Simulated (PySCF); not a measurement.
Work out the structure from these simulated measurements.

Formula: C4H13NSi4.

| Quantity | Value |
| --- | --- |
| NMR, other nuclei | isotropic shieldings of nuclei other than C and H, by class: 244 (1 N), 352 (1 Si), 432 (2 Si), 468 (1 Si) ppm [GIAO PBE0/pcSseg-1] |
| 1H NMR | chemical shifts (computed TMS as zero) by class: 4.43 (2 H), 4.23 (2 H), 3.78 (1 H), 3.74 (1 H), 2.64 (6 H), 2.50 (1 H) ppm [GIAO PBE0/pcSseg-1] |
| Rotational structure | rotational constants A, B, C: 1.067, 0.611, 0.556 GHz [GFN2-xTB] |
| 13C NMR | chemical shifts (computed TMS as zero) by class: 109.9 (1 C), 89.6 (1 C), 41.2 (2 C) ppm [GIAO PBE0/pcSseg-1] |
| Dipole | 1.36 D [PBE0/pcSseg-1] |

Electronic properties: PySCF, gas phase, density fitting. Levels stand in brackets. The structure is a single GFN2-xTB conformer in the gas phase; no vibrational or solvent corrections. Each NMR value is the plain mean over a class of atoms that symmetry, rotation or inversion makes alike.

Task: What is the compound? Reason from the data.

Result: Numbering: `[CH:1]#[C:2][Si:3]1([N:4]([CH3:5])[CH3:6])[SiH2:7][SiH2:8][SiH2:9]1`. Its formula, C4H13NSi4, gives 3 degrees of unsaturation: 1 ring and 2 π bonds in the structure found. 4 carbons fall into 3 classes; from least to most shielded: terminal alkyne carbon [C1] (109.9 ppm), alkyne carbon [C2] (89.6 ppm), N-methyl carbon [C5/C6] (41.2 ppm, 2 C). Hydrogen classes from least to most shielded: 2 H on 2 SiH2 silicons, Si7/Si9 (4.43 ppm), 2 H on 2 SiH2 silicons, Si7/Si9 (4.23 ppm), 1 H on an SiH2 silicon, Si8 (3.78 ppm), 1 H on an SiH2 silicon, Si8 (3.74 ppm), 6 H on 2 N-methyl carbons, C5/C6 (2.64 ppm, a mean of values up to 1.4 ppm apart in this geometry), 1 H on a terminal alkyne carbon, C1 (2.50 ppm). The other shieldings belong to: 244 ppm, silicon-bound nitrogen [N4]; 352 ppm, four-coordinate silicon [Si3]; 432 ppm, SiH2 silicon [Si7/Si9]; 468 ppm, SiH2 silicon [Si8]. The optimised geometry has point group C1 and is an asymmetric top. Structure: `C#C[Si]1(N(C)C)[SiH2][SiH2][SiH2]1`. The assignments are read from this structure; whether some other isomer fits the data as well wasn't checked.

Shape of the structure used: `[CH:1]#[C:2][Si:3]1([N:4]([CH3:5])[CH3:6])[SiH2:7][SiH2:8][SiH2:9]1`: C2–Si3–N4–C5 -37°.
